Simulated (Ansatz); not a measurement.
`OC[O][GeH3]` → C• + Ge• + 6 H• + 2 O•  (atomization)

Program: Ansatz. Geometries: PBE0-D4/def2-TZVP. ΔE: electronic, gas phase. CBS: MP2 limit from def2 TZ/QZ plus the TZ coupled-cluster correction, frozen cores. This one scheme is used for every species, atoms too. For atomizations the MP2-based limit and the directly extrapolated one differ by several kJ/mol either way, and by 10 to 25 for some Ge, Se and Sn compounds, so smaller differences from it don't rank the levels. Open shells (•) are unrestricted, without spin–orbit coupling. Spin–orbit coupling would lower the free atoms: a little for C, O; clearly for Ge. For Ge outer-core shells are correlated without core-valence functions, so the limit isn't a true one: a few kJ/mol of doubt a bond, and 10 to 20 or more in all where bonds break to atoms. Scalar relativity is left out up to krypton. Each species was taken in one conformer, which may not be the lowest.

```json
{"level": "MP2/def2-SVP", "ΔE (eV)": "33.21"}
{"level": "HF/def2-TZVPP", "ΔE (eV)": "24.31"}
```

Task: What does CCSD(T)/CBS give? (An estimate is asked.)

Result: Ansatz gave: +35.09 eV. The listed levels differ from it by -1.88, -10.78 eV.

Largest T1 diagnostic among the species: 0.012.

From BLYP to BHLYP (50 % exact exchange), in def2-TZVPP and without D4, ΔE moves by −1.03 eV: exact exchange takes away binding that semilocal exchange gives to molecules. In def2-TZVPP, CCSD(T) changes the Hartree–Fock value by +9.93 eV (the triples alone add +0.53 eV) and MP2 by +10.37 eV; breaking electron pairs costs correlation energy, which Hartree–Fock lacks. The D4 term adds +0.26 eV with B3LYP and +0.13 eV with PBE0; it sums over pairs of atoms, weighted by their polarisabilities, and B3LYP, whose exchange is more repulsive, gets the larger term.

B3LYP here is the variant with VWN-RPA as its local correlation; programs differ in this.
